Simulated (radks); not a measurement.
The numbers below are computed, except where a source is named.
Task: Isoelectronic series with 10 electrons, each ion in its NIST ground configuration. Level of theory: Dirac Kohn-Sham, PBEsol, spin-unpolarised, spherical densities, point nucleus (a radial shooting solver on a logarithmic mesh with Libxc functionals). Total energies (hartree) and orbital eigenvalues (Ry):

| ion | configuration | E (hartree) | 2p3/2 | 2p1/2 |
|---|---|---|---|---|
| Ne | [Ne] | -128.67186 | -0.97275 | -0.98033 |
| Mg2+ | [Ne] | -199.00494 | -4.88576 | -4.90710 |
| Al3+ | [Ne] | -240.24614 | -7.63011 | -7.66291 |
| Si4+ | [Ne] | -285.53670 | -10.88628 | -10.93461 |
| P5+ | [Ne] | -334.88041 | -14.65042 | -14.71919 |
| S6+ | [Ne] | -388.28277 | -18.92027 | -19.01536 |
| Cl7+ | [Ne] | -445.75052 | -23.69444 | -23.82277 |
| Ar8+ | [Ne] | -507.29140 | -28.97207 | -29.14166 |
| K9+ | [Ne] | -572.91403 | -34.75259 | -34.97267 |
| Ca10+ | [Ne] | -642.62782 | -41.03563 | -41.31676 |
| Sc11+ | [Ne] | -716.44296 | -47.82100 | -48.17510 |
| Ti12+ | [Ne] | -794.37034 | -55.10862 | -55.54910 |
| Cr14+ | [Ne] | -962.60904 | -71.19060 | -71.85052 |
| Mn15+ | [Ne] | -1052.94575 | -79.98516 | -80.78157 |
| Fe16+ | [Ne] | -1147.44546 | -89.28229 | -90.23551 |
| Co17+ | [Ne] | -1246.12266 | -99.08222 | -100.2145 |
| Ni18+ | [Ne] | -1348.99255 | -109.3852 | -110.7210 |
| Cu19+ | [Ne] | -1456.07107 | -120.1914 | -121.7572 |
| Zn20+ | [Ne] | -1567.37491 | -131.5013 | -133.3260 |
| Ga21+ | [Ne] | -1682.92153 | -143.3152 | -145.4300 |

Estimate the row of V13+ ([Ne]).

Result: E (hartree) -876.42159; 2p3/2 -62.89846; 2p1/2 -63.44033.
